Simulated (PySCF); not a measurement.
# A PySCF run on KH⁺

State: ²Σ⁺ (doublet), unpaired electrons σ ↑.

An equivalent input (the run itself took its basis sets from the Basis Set Exchange, started from a PBE0 density and held the occupation σ 6α 5β, πx 2α 2β, πy 2α 2β):

```python
from pyscf import gto, scf, cc
mol = gto.M(atom='K 0 0 0; H 0 0 3.26', basis={'K': 'aug-pcseg-1', 'H': 'aug-pcseg-1'},
            charge=1, spin=1, verbose=4, symmetry='C2v')
mf = scf.UHF(mol)
mf.irrep_nelec = {'A1': (6, 5), 'B1': (2, 2), 'B2': (2, 2)}
mf.conv_tol = 1e-9
mf.max_cycle = 60
mf.diis_space = 10
mf.kernel()
mycc = cc.CCSD(mf, frozen=[[0, 1, 2, 3, 4], [0, 1, 2, 3, 4]])
mycc.run(conv_tol=1e-7, conv_tol_normt=1e-5, max_cycle=80, diis_space=8)
et = mycc.ccsd_t()
```

The SCF ended at -599.42103294 hartree. The coupled-cluster part of the log:

```
******** <class 'pyscf.cc.uccsd.UCCSD'> ********
CC2 = 0
CCSD nocc = (5, 4), nmo = (37, 37)
frozen orbitals [[0, 1, 2, 3, 4], [0, 1, 2, 3, 4]]
max_cycle = 80
direct = 0
conv_tol = 1e-07
conv_tol_normt = 1e-05
diis_space = 8
diis_start_cycle = 0
diis_start_energy_diff = 1e+09
Init t2, MP2 energy = -0.113270735015227
Init E_corr(UCCSD) = -0.113270735015497
cycle = 1  E_corr(UCCSD) = -0.125125035788409  dE = -0.0118543008  norm(t1,t2) = 0.0234717
cycle = 2  E_corr(UCCSD) = -0.126592574732445  dE = -0.00146753894  norm(t1,t2) = 0.00579572
cycle = 3  E_corr(UCCSD) = -0.127042629315829  dE = -0.000450054583  norm(t1,t2) = 0.00209162
cycle = 4  E_corr(UCCSD) = -0.127032198492907  dE = 1.04308229e-05  norm(t1,t2) = 0.000131895
cycle = 5  E_corr(UCCSD) = -0.127030853590396  dE = 1.34490251e-06  norm(t1,t2) = 1.59305e-05
cycle = 6  E_corr(UCCSD) = -0.127030927161433  dE = -7.35710368e-08  norm(t1,t2) = 3.87499e-06
UCCSD converged
E(UCCSD) = -599.5480638636327  E_corr = -0.1270309271614332
UCCSD(T) correction = -0.00103469566370632
```

T1 diagnostic 0.001, D1 0.002, 9 electrons correlated.

Repeating this along the bond gives Re = 3.277 Å and ωe = 183 cm⁻¹.

A point of this curve took 1.2 CPU seconds beside 0.06 for the integrals (shared host).

Correlated steps freeze 5 core orbitals. The state is the lowest determinant that a PBE0 search found; another state may lie lower at other levels.
